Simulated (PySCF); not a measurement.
## From a computed spectrum to the compound

A species of 5 atoms with charge -1 has these harmonic modes (BP86, small Gaussian bases with core potentials, PySCF 2.14.0):

```
cm⁻¹  km/mol  symmetry
 154     6.0        a'
 211     2.3       a''
 223    23.1        a'
 245    30.6        a'
 300     0.2        a'
 336     4.5       a''
 877   179.2       a''
 885   114.3        a'
 914    48.8        a'
```

Q: Which species is it, and in which structure?

A: [OsO3Cl]− (singlet):
```xyz
5

Os    0.0000    0.2448    0.0365
O     1.6221   -0.0145    0.6365
O     0.0000    1.8507   -0.6387
O    -1.6221   -0.0145    0.6365
Cl    0.0000   -2.1773   -0.4907
```
Ideal gas at 298.15 K and 1 bar: S = 341.9 J/(mol K), Cp = 83.9 J/(mol K), H − H(0 K) = 18.2 kJ/mol (rigid rotor, harmonic modes, spin degeneracy alone). 
 Other answers can fit too; this one was computed.
